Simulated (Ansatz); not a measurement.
Two members of one family (Same ligands, another metal), computed with Ansatz in the gas phase. The two geometries come from different levels. HOMO and LUMO are taken over both spins. Binding counts from free atoms in the multiplicity of their measured ground term, without zero-point energy. A dash marks a value that wasn't run or was left out as unsound. The structures are stationary points that may keep the symmetry of their start.

First: TiO2 (singlet, charge 0, PBE-D4/def2-TZVP geometry).

```xyz
3

Ti    0.4484   -0.2607   -0.3524
O     0.7240    0.7100    0.9528
O    -1.1723   -0.4494   -0.6003
```

| level | HOMO (eV) | LUMO (eV) | gap (eV) | binding per atom (eV) |
| --- | --- | --- | --- | --- |
| PBE-D4/def2-TZVP | -5.71 | -3.50 | 2.21 | – |
| r2SCAN-D4/def2-TZVP | -5.98 | -3.08 | 2.90 | – |
| B3LYP-D4/def2-TZVP | -7.03 | -3.22 | 3.81 | 4.33 |
| PBE0-D4/def2-SVP | -6.83 | -2.55 | 4.29 | 4.29 |
| PBE0-D4/def2-TZVP | -7.24 | -2.82 | 4.41 | 4.28 |

Metal–donor distances: 2 × O 1.65 Å.

Second: VO2 (doublet, charge 0, PBE0-D4/def2-TZVP geometry).

```xyz
3

V     0.477   -0.208   -0.209
O    -0.151    1.160   -0.746
O    -0.326   -0.952    0.956
```

Problem. What does the change do? Estimate second minus first.

Solution. 
```csv
level,Δ HOMO (eV),Δ LUMO (eV),Δ gap (eV),Δ binding per atom (eV)
PBE-D4/def2-TZVP,0.78,-0.77,-1.55,–
r2SCAN-D4/def2-TZVP,0.65,-0.84,-1.49,–
B3LYP-D4/def2-TZVP,0.66,-0.35,-1.01,-0.31
PBE0-D4/def2-SVP,0.57,-0.41,-0.99,-0.34
PBE0-D4/def2-TZVP,0.59,-0.43,-1.01,–
```

Metal–donor distances: 2 × O 1.60 Å.
